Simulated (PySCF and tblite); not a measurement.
The numbers below are computed, except where a source is named.
C₉H₁₀, numbered as in [cH:1]1[cH:2][cH:3][c:4]([CH:5]2[CH2:6][CH2:7]2)[cH:8][cH:9]1.

First level. Conformers came from 90 starts (ETKDG and KDG, MMFF94s, GFN2-xTB); geometries are PBE0-D3(BJ)/def2-SVP. Energies: CAM-B3LYP-D3(BJ)/def2-SVPD (IEF-PCM, chloroform), with GFN2-xTB thermal terms (modes under about 100 cm⁻¹ blended into free rotors). Symmetry numbers and mirror images are counted. Conformers within 3 kcal/mol (GFN2-xTB free energy) were kept, 8 at most. GIAO shieldings: WP04/pcSseg-1 (IEF-PCM, chloroform). Shifts are against TMS (¹H), TMS (¹³C) at the same level; of two unlike H on one atom, a is the less shielded. Run with PySCF (density fitting) and tblite.

It gives, at 298.15 K, with 2 conformers (largest weight 71 %): ¹H: 7.15 (H2/H9, 2H), 7.06 (H1, 1H), 6.99 (H3/H8, 2H), 1.72 (H5, 1H), 1.02 (H6a/H7a, 2H), 0.70 (H6b/H7b, 2H) ppm. ¹³C: 151.8 (C4), 133.9 (C2/C9), 132.6 (C3/C8), 131.3 (C1), 19.7 (C5), 13.8 (C6/C7) ppm.

Second level: PBE0-D3(BJ)/def2-SVP geometries, energies BP86-D3(BJ)/cc-pVDZ, shieldings WP04/pcSseg-1, on up to 4 of the same conformers.

**Question.** How do the averaged shifts change?

**Answer.** 
| signal | first | second | change (ppm) |
| --- | --- | --- | --- |
| H1 | 7.06 | 6.94 | -0.13 |
| H2/H9 | 7.15 | 7.01 | -0.14 |
| H3/H8 | 6.99 | 6.84 | -0.16 |
| H5 | 1.72 | 1.60 | -0.12 |
| H6a/H7a | 1.02 | 0.94 | -0.08 |
| H6b/H7b | 0.70 | 0.65 | -0.05 |
| C1 | 131.3 | 130.7 | -0.6 |
| C2/C9 | 133.9 | 133.2 | -0.8 |
| C3/C8 | 132.6 | 131.7 | -0.9 |
| C4 | 151.8 | 150.3 | -1.4 |
| C5 | 19.7 | 19.5 | -0.2 |
| C6/C7 | 13.8 | 13.6 | -0.3 |

The largest weight becomes 71 %.

Shifts are unscaled: against experiment ¹³C can be off by 15 ppm or more and ¹H by 0.8 ppm.
